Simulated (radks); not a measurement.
The numbers below are computed, except where a source is named.
Spherical jellium clusters: N electrons in a uniform positive sphere of charge N and radius rs N^(1/3), rs = 2.68 bohr. Level of theory: non-relativistic Kohn-Sham, LDA (Slater exchange, Perdew-Wang correlation), spin-polarised, spherical densities (a radial shooting solver with Libxc functionals). Levels are named by radial order and angular momentum (1s, 1p, 1d, 2s, ...), and open shells are averaged over m.

N = 35, configuration 1s2 1p6 1d10 2s2 1f14 2p(up 1, down 0). This is the lowest configuration that the search found. Occupied and some empty levels:

level,occupation,eigenvalue (eV),<r> (bohr)
1s up,1,-9.0587,4.832
1s down,1,-8.9348,4.930
1p up,3,-7.5575,6.048
1p down,3,-7.4902,6.095
1d up,5,-5.8570,6.864
1d down,5,-5.8150,6.877
2s up,1,-5.4827,5.849
2s down,1,-5.3602,5.792
1f up,7,-3.9604,7.538
1f down,7,-3.9250,7.535
2p up,1,-3.3038,6.855
2p down,0,-3.1817,6.896
1g up,0,-1.9136,8.234
1g down,0,-1.8765,8.226
3s up,0,-1.2993,9.185
2d up,0,-1.2960,8.718
3s down,0,-1.2353,9.281
2d down,0,-1.2213,8.828

Energy (eV): total -49.2710, kinetic 126.80, external -4471.3, Hartree 2194.2, exchange-correlation -180.47, background 2281.5.

Electron density:

r (bohr),n(r) (e/bohr^3)
0.285,0.01456
1.36,0.01345
2.43,0.01170
3.50,0.01091
4.58,0.01196
5.65,0.01356
6.72,0.01294
7.80,0.008951
8.87,0.004182
9.94,0.001455
11.0,0.0004369
12.1,0.0001231
13.2,0.00003352
14.2,8.907e-06
